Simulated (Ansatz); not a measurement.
C2H9NOSn, SMILES `C[NH][SnH2][O]C`, relaxed with RKS PBE0-D4/def2-TZVP in Ansatz from a GFN2-xTB geometry. The force threshold is 0.005 eV/Å; the program also tests the step.

The species carries charge 0 and has multiplicity 1. Sn takes the def2 core potential.

Start:

```xyz
14

C    -1.099    1.251   -1.927
N    -0.757    0.598   -0.674
Sn    1.160    0.211   -0.140
O     1.063   -0.524    1.677
C     0.275   -1.597    2.112
H    -0.878    2.321   -1.941
H    -2.165    1.113   -2.110
H    -0.548    0.778   -2.736
H    -1.280    1.029    0.082
H     1.691   -0.927   -1.268
H     2.318    1.399    0.169
H     0.581   -2.538    1.650
H     0.424   -1.674    3.191
H    -0.787   -1.441    1.915
```

```
         step  energy (eV)  largest force (eV/Å)  largest move (Å)
            1  -11584.6896                 0.418             0.000
            2  -11584.7484                 0.260             0.194
            3  -11584.7677                 0.164             0.100
 4 (rejected)  -11584.7450                 1.645             0.128
            5  -11584.7757                 0.062             0.062
            6  -11584.7813                 0.065             0.099
            7  -11584.7847                 0.189             0.146
            8  -11584.7861                 0.378             0.067
            9  -11584.7918                 0.123             0.067
           10  -11584.7927                 0.288             0.127
           11  -11584.7956                 0.133             0.048
           12  -11584.7984                 0.102             0.022
           13  -11584.7997                 0.057             0.044
           14  -11584.8011                 0.139             0.095
           15  -11584.8018                 0.092             0.025
           16  -11584.8026                 0.026             0.050
           17  -11584.8030                 0.042             0.072
           18  -11584.8031                 0.039             0.027
           19  -11584.8033                 0.013             0.009
20 (rejected)  -11584.8033                 0.023             0.006
           21  -11584.8033                 0.003             0.003
           22  -11584.8033                 0.007             0.015
           23  -11584.8034                 0.007             0.019
           24  -11584.8034                 0.004             0.006
```

End:

```xyz
14

C    -1.149    0.863   -1.683
N    -0.500    1.137   -0.419
Sn    1.325    0.464    0.063
O     1.116   -0.590    1.711
C     0.146   -1.604    1.750
H    -0.977    1.629   -2.451
H    -2.233    0.757   -1.554
H    -0.789   -0.085   -2.090
H    -0.788    2.011   -0.009
H     1.799   -0.579   -1.204
H     2.413    1.677    0.551
H     0.398   -2.448    1.091
H     0.091   -1.990    2.773
H    -0.852   -1.243    1.471
```

Hardware: 2 threads of an AMD EPYC 7R13 on a shared host and a share of an NVIDIA H100 80 GB. Wall time 40 s, peak host memory 0.91 GiB.
